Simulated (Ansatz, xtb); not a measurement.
Relative energy of two structures of C2H5AlBrCl

Structure I is a singlet given by its coordinates and structure II is a singlet given by its coordinates. Both are isolated molecules in the gas phase, relaxed with PBE0-D3(BJ)/def2-SVP.

I (Å):

```yaml
atoms:
  - { symbol: C, position_ang: [1.3627, -1.8070, -0.8973] }
  - { symbol: C, position_ang: [-1.4192, 0.1692, -0.5040] }
  - { symbol: Al, position_ang: [-0.0516, -0.6890, -1.6099] }
  - { symbol: Br, position_ang: [-2.4383, -1.5462, -0.7148] }
  - { symbol: Cl, position_ang: [-0.1337, -0.2332, -3.6746] }
  - { symbol: H, position_ang: [1.5128, -2.7011, -1.5229] }
  - { symbol: H, position_ang: [1.1440, -2.1389, 0.1296] }
  - { symbol: H, position_ang: [2.3206, -1.2605, -0.8800] }
  - { symbol: H, position_ang: [-2.0661, 0.9509, -0.9207] }
  - { symbol: H, position_ang: [-1.2858, 0.3025, 0.5768] }
```

Close contacts (Å): C1–Al3 1.94, C2–Al3 1.96, C2–Br4 2.01, Al3–Br4 2.69, Al3–Cl5 2.12, C1–H6 1.10, C1–H7 1.10, C1–H8 1.10, C2–H9 1.10, C2–H10 1.10.

II (Å):

```yaml
atoms:
  - { symbol: C, position_ang: [-3.6492, 0.2136, -0.3553] }
  - { symbol: C, position_ang: [-0.2654, -0.3253, -0.5611] }
  - { symbol: Al, position_ang: [-2.0829, -0.4738, -1.2693] }
  - { symbol: Br, position_ang: [-2.2571, -1.4440, -3.3136] }
  - { symbol: Cl, position_ang: [-0.7198, -1.9125, 0.2968] }
  - { symbol: H, position_ang: [-3.4423, 0.4189, 0.7066] }
  - { symbol: H, position_ang: [-3.9932, 1.1522, -0.8207] }
  - { symbol: H, position_ang: [-4.4858, -0.5005, -0.4118] }
  - { symbol: H, position_ang: [0.6052, -0.5532, -1.1881] }
  - { symbol: H, position_ang: [-0.0053, 0.3881, 0.2310] }
```

Close contacts (Å): C1–Al3 1.94, C2–Al3 1.96, C2–Cl5 1.86, Al3–Br4 2.27, Al3–Cl5 2.53, C1–H6 1.10, C1–H7 1.10, C1–H8 1.10, C2–H9 1.10, C2–H10 1.10.

Quicker runs give these differences E(II) − E(I): GFN2-xTB +0.084 eV; HF/STO-3G +0.488 eV (at GFN2-xTB geometries); r2SCAN-D4/def2-SVP +0.174 eV (at GFN2-xTB geometries).

Problem. Estimate E(II) − E(I) at the level CCSD(T)/def2-SVP + ΔMP2/def2-TZVPP.

Solution. Calculated at CCSD(T)/def2-SVP + ΔMP2/def2-TZVPP: E(II) − E(I) = +0.179 eV, so structure I lies lower.

Level by level:

```json
{"level": "GFN2-xTB", "geometry": "GFN2-xTB", "E(II) − E(I) (eV)": "+0.084", "departure from the last row (eV)": "−0.095", "job, with rough time for the two": "optimisation, 1.3 s"}
{"level": "HF/STO-3G", "geometry": "GFN2-xTB", "E(II) − E(I) (eV)": "+0.488", "departure from the last row (eV)": "+0.309", "job, with rough time for the two": "single point, 1.7 s"}
{"level": "r2SCAN-D4/def2-SVP", "geometry": "GFN2-xTB", "E(II) − E(I) (eV)": "+0.174", "departure from the last row (eV)": "−0.005", "job, with rough time for the two": "single point, 9 s"}
{"level": "PBE0-D3(BJ)/def2-SVP", "geometry": "PBE0-D3(BJ)/def2-SVP", "E(II) − E(I) (eV)": "+0.175", "departure from the last row (eV)": "−0.004", "job, with rough time for the two": "optimisation, 3.8 min"}
{"level": "HF/def2-SVP", "geometry": "PBE0-D3(BJ)/def2-SVP", "E(II) − E(I) (eV)": "+0.161", "departure from the last row (eV)": "−0.018", "job, with rough time for the two": "part of the CCSD(T) run"}
{"level": "MP2/def2-SVP", "geometry": "PBE0-D3(BJ)/def2-SVP", "E(II) − E(I) (eV)": "+0.165", "departure from the last row (eV)": "−0.014", "job, with rough time for the two": "part of the CCSD(T) run"}
{"level": "CCSD(T)/def2-SVP", "geometry": "PBE0-D3(BJ)/def2-SVP", "E(II) − E(I) (eV)": "+0.154", "departure from the last row (eV)": "−0.025", "job, with rough time for the two": "single point"}
{"level": "CCSD(T)/def2-SVP + ΔMP2/def2-TZVPP", "geometry": "PBE0-D3(BJ)/def2-SVP", "E(II) − E(I) (eV)": "+0.179", "departure from the last row (eV)": "", "job, with rough time for the two": "single point, 96 s"}
```

None of the levels shown reverses the order. The largest departure from CCSD(T)/def2-SVP + ΔMP2/def2-TZVPP is that of HF/STO-3G, 0.309 eV. The last row adds to CCSD(T) the change of the MP2 difference between the two basis sets, here +0.025 eV.

With thermal terms from frequencies at re-optimised GFN2-xTB minima (ideal gas, soft modes damped towards free rotors, one conformer each, 298.15 K, 1 atm): on the last row, ΔE + ΔZPE = +0.179, ΔH = +0.180, ΔG = +0.176 eV.

The correlated steps freeze 21 core orbitals; the filled d shell of Br is correlated, in a basis made for valence electrons. Programs: Ansatz 0.2.0, xtb 6.7.1; the last row on 2 threads of Intel(R) Xeon(R) Processor @ 2.50GHz (Skylake/Cascade Lake) on a shared host.
